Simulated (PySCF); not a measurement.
Cl2HSi, SMILES Cl[SiH]Cl, multiplicity 2.

Geometry optimised at TPSSh-D3(BJ)/def2-TZVP. The isomer is the one that the SMILES or the coordinates give; other isomers of the formula were not compared.

Method: TDA-LC-ωPBE/def2-SVPD (PySCF 2.14.0).

Vertical excitations. 

Computed UV-visible absorptions:
```
state    energy (eV)  λ (nm)      f                                                                                          main pairs
-------  -----------  ------  -----  --------------------------------------------------------------------------------------------------
root 1          5.21     238  0.031                                                                                    α HOMO→LUMO 90 %
root 2          5.22     238  0.043                                                                                  α HOMO→LUMO+1 89 %
root 3          5.50     225  0.008                                                                                  β HOMO−1→LUMO 93 %
root 4          5.65     220  0.000                                                                                    β HOMO→LUMO 94 %
root 5          5.94     209  0.030                                                                                  β HOMO−2→LUMO 91 %
root 6          6.44     192  0.051                                                              α HOMO→LUMO+2 69 %, α HOMO→LUMO+3 18 %
root 7          6.56     189  0.030                                                                                  β HOMO−3→LUMO 88 %
root 8          7.22     172  0.015                                                               α HOMO→LUMO+3 6 %, β HOMO−4→LUMO 63 %
root 9          7.30     170  0.048  α HOMO→LUMO+3 29 %, α HOMO→LUMO+7 15 %, α HOMO→LUMO+4 15 %, α HOMO→LUMO+2 15 %, β HOMO−4→LUMO 18 %
root 10         7.61     163  0.011                                                                                  β HOMO−5→LUMO 86 %
```
Unrestricted roots are not spin-pure.
